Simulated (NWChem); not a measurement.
# Plane-wave run on MgS (rocksalt type)

```xyz
2
Lattice="0.0000 2.5420 2.5420 2.5420 0.0000 2.5420 2.5420 2.5420 0.0000" Properties=species:S:1:pos:R:3 pbc="T T T"
S      0.0000     0.0000     0.0000
Mg     2.5420     2.5420     2.5420
```

The numbers come from NWChem runs, not from measurements. Origin of the cell: lattice set by a structure generator, not relaxed at this level.

Norm-conserving pseudopotentials with valence charges S 6, Mg 2, fixed occupations, no spin-orbit coupling, density cut at twice the wavefunction cutoff.

Level: PBE, Troullier-Martins, cutoff 25 Ha, density from a 4×4×4 mesh. Bands run along Γ–X–U|K–Γ–L–W–X with k in units of the cell's reciprocal vectors.

Q: Give the band energies at the labelled points, in eV from the valence-band top.

A: 
```
point                  k  band 1  band 2  band 3  band 4  band 5  band 6
-----  -----------------  ------  ------  ------  ------  ------  ------
Γ      0.000 0.000 0.000  -13.09    0.00    0.00    0.00    4.14    7.90
X      0.500 0.000 0.500  -11.17   -4.55   -1.83   -1.83    2.85    4.21
U      0.625 0.250 0.625  -11.16   -4.02   -3.46   -1.50    3.95    6.78
K      0.375 0.375 0.750  -11.16   -4.02   -3.46   -1.50    3.95    6.78
L      0.500 0.500 0.500  -11.59   -5.21   -0.67   -0.67    4.61    6.92
W      0.500 0.250 0.750  -11.11   -3.52   -3.52   -2.56    5.44    8.06
```
Bands up to 4 are filled.
